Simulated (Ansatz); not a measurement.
Consider the hydrogenolysis of a Ge–C bond: `[CH3][GeH2][CH3]` + H₂ → `[CH3][GeH3]` + CH₄.

Calculated with Ansatz (gas phase, PBE0-D4/def2-TZVP geometries, no zero-point term in ΔE). CCSD(T)/CBS is the MP2 limit (def2-TZVPP, def2-QZVPP) plus CCSD(T) − MP2 in def2-TZVPP, frozen cores. This one scheme is used for every species. DFT in def2-TZVPP. B3LYP here is the variant with VWN-RPA as its local correlation; programs differ in this. HSE06 is defined as in plane-wave codes. For Ge outer-core shells are correlated without core-valence functions, which leaves a few kJ/mol of doubt a bond. Scalar relativity is left out up to krypton.

```json
{"level": "LDA (SPW92)", "ΔE (kcal/mol)": "-9.7", "difference from CCSD(T)/CBS": "-1.0"}
{"level": "PBE-D4", "ΔE (kcal/mol)": "-9.1", "difference from CCSD(T)/CBS": "-0.4"}
{"level": "revPBE-D4", "ΔE (kcal/mol)": "-8.2", "difference from CCSD(T)/CBS": "0.5"}
{"level": "BLYP-D4", "ΔE (kcal/mol)": "-9.4", "difference from CCSD(T)/CBS": "-0.7"}
{"level": "r2SCAN-D4", "ΔE (kcal/mol)": "-9.4", "difference from CCSD(T)/CBS": "-0.7"}
{"level": "B97M-V", "ΔE (kcal/mol)": "-11.9", "difference from CCSD(T)/CBS": "-3.2"}
{"level": "PBE0-D4", "ΔE (kcal/mol)": "-9.7", "difference from CCSD(T)/CBS": "-1.0"}
{"level": "B3LYP-D4", "ΔE (kcal/mol)": "-10.1", "difference from CCSD(T)/CBS": "-1.4"}
{"level": "r2SCANh-D4", "ΔE (kcal/mol)": "-9.6", "difference from CCSD(T)/CBS": "-0.9"}
{"level": "r2SCAN0-D4", "ΔE (kcal/mol)": "-9.8", "difference from CCSD(T)/CBS": "-1.1"}
{"level": "HSE06-D4", "ΔE (kcal/mol)": "-9.7", "difference from CCSD(T)/CBS": "-1.0"}
{"level": "BHLYP-D4", "ΔE (kcal/mol)": "-11.0", "difference from CCSD(T)/CBS": "-2.3"}
{"level": "CAM-B3LYP-D4", "ΔE (kcal/mol)": "-10.8", "difference from CCSD(T)/CBS": "-2.1"}
{"level": "ωB97X-V", "ΔE (kcal/mol)": "-9.8", "difference from CCSD(T)/CBS": "-1.1"}
{"level": "ωB97M-V", "ΔE (kcal/mol)": "-9.5", "difference from CCSD(T)/CBS": "-0.8"}
{"level": "B2PLYP", "ΔE (kcal/mol)": "-10.4", "difference from CCSD(T)/CBS": "-1.7"}
{"level": "PBE", "ΔE (kcal/mol)": "-10.2", "difference from CCSD(T)/CBS": "-1.5"}
{"level": "revPBE", "ΔE (kcal/mol)": "-10.6", "difference from CCSD(T)/CBS": "-1.9"}
{"level": "BLYP", "ΔE (kcal/mol)": "-11.7", "difference from CCSD(T)/CBS": "-3.0"}
{"level": "r2SCAN", "ΔE (kcal/mol)": "-9.7", "difference from CCSD(T)/CBS": "-1.0"}
{"level": "B3LYP", "ΔE (kcal/mol)": "-11.9", "difference from CCSD(T)/CBS": "-3.2"}
{"level": "r2SCAN0", "ΔE (kcal/mol)": "-10.2", "difference from CCSD(T)/CBS": "-1.5"}
{"level": "HSE06", "ΔE (kcal/mol)": "-10.6", "difference from CCSD(T)/CBS": "-1.9"}
{"level": "CAM-B3LYP", "ΔE (kcal/mol)": "-11.8", "difference from CCSD(T)/CBS": "-3.1"}
{"level": "LC-ωPBE", "ΔE (kcal/mol)": "-10.6", "difference from CCSD(T)/CBS": "-1.9"}
{"level": "RPA@PBE/def2-TZVPP", "ΔE (kcal/mol)": "-8.7", "difference from CCSD(T)/CBS": "0.0"}
{"level": "HF/def2-SVP", "ΔE (kcal/mol)": "-16.0", "difference from CCSD(T)/CBS": "-7.3"}
{"level": "MP2/def2-SVP", "ΔE (kcal/mol)": "-11.0", "difference from CCSD(T)/CBS": "-2.3"}
{"level": "CCSD/def2-SVP", "ΔE (kcal/mol)": "-13.0", "difference from CCSD(T)/CBS": "-4.3"}
{"level": "CCSD(T)/def2-SVP", "ΔE (kcal/mol)": "-12.4", "difference from CCSD(T)/CBS": "-3.7"}
{"level": "HF/def2-TZVPP", "ΔE (kcal/mol)": "-14.2", "difference from CCSD(T)/CBS": "-5.5"}
{"level": "MP2/def2-TZVPP", "ΔE (kcal/mol)": "-7.4", "difference from CCSD(T)/CBS": "1.3"}
{"level": "CCSD/def2-TZVPP", "ΔE (kcal/mol)": "-9.7", "difference from CCSD(T)/CBS": "-1.0"}
{"level": "CCSD(T)/def2-TZVPP", "ΔE (kcal/mol)": "-8.8", "difference from CCSD(T)/CBS": "-0.1"}
{"level": "HF/def2-QZVPP", "ΔE (kcal/mol)": "-14.4", "difference from CCSD(T)/CBS": "-5.7"}
{"level": "MP2/def2-QZVPP", "ΔE (kcal/mol)": "-7.4", "difference from CCSD(T)/CBS": "1.3"}
{"level": "SCS-MP2/def2-QZVPP", "ΔE (kcal/mol)": "-8.7", "difference from CCSD(T)/CBS": "0.0"}
{"level": "HF/CBS(def2)", "ΔE (kcal/mol)": "-14.4", "difference from CCSD(T)/CBS": "-5.7"}
{"level": "MP2/CBS(def2)", "ΔE (kcal/mol)": "-7.3", "difference from CCSD(T)/CBS": "1.4"}
{"level": "CCSD/CBS(def2)", "ΔE (kcal/mol)": "-9.6", "difference from CCSD(T)/CBS": "-0.9"}
{"level": "CCSD(T)/CBS", "ΔE (kcal/mol)": "-8.7", "difference from CCSD(T)/CBS": "0"}
```

Largest T1 diagnostic among the species: 0.010.

In def2-TZVPP, CCSD(T) changes the Hartree–Fock value by +5.4 kcal/mol (the triples alone add +0.9 kcal/mol) and MP2 by +6.8 kcal/mol. From BLYP to BHLYP (50 % exact exchange), in def2-TZVPP and without D4, ΔE moves by −0.8 kcal/mol.
